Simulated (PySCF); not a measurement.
# TlH₂⁻: one-bond stretch

Level of theory: PySCF, PBE0, basis Tl def2-TZVPD with ECP60, H def2-TZVPD (scalar-relativistic core potentials, no spin–orbit coupling, density fitting).

Rigid scan from the singlet minimum (Tl–H 1.950 Å (×2); H–Tl–H 92.2°). Coordinate: the bond from Tl to the last atom (H) scaled, the rest fixed. Energies in kJ/mol from the minimum.

Problem. Predict the curve at 0.92, 0.96, 1.00, 1.05, 1.12, 1.20, 1.35, 1.55, 1.80, 2.20.

Solution. 
```tsv
scale of one bond	E (kJ/mol)	dipole size (D, about the centre of mass)
0.92	7.3	2.22
0.96	1.6	2.49
1.00	0.0	2.81
1.05	2.0	3.27
1.12	9.6	3.97
1.20	22.1	4.81
1.35	48.9	6.41
1.55	82.6	–
1.80	115.8	–
2.20	151.6	–
```

At long bonds a restricted determinant can lie too high, and another spin state can fall below this curve.

No spin–orbit coupling is included, which matters more the heavier the element.

Other isomers or separated fragments may lie lower.
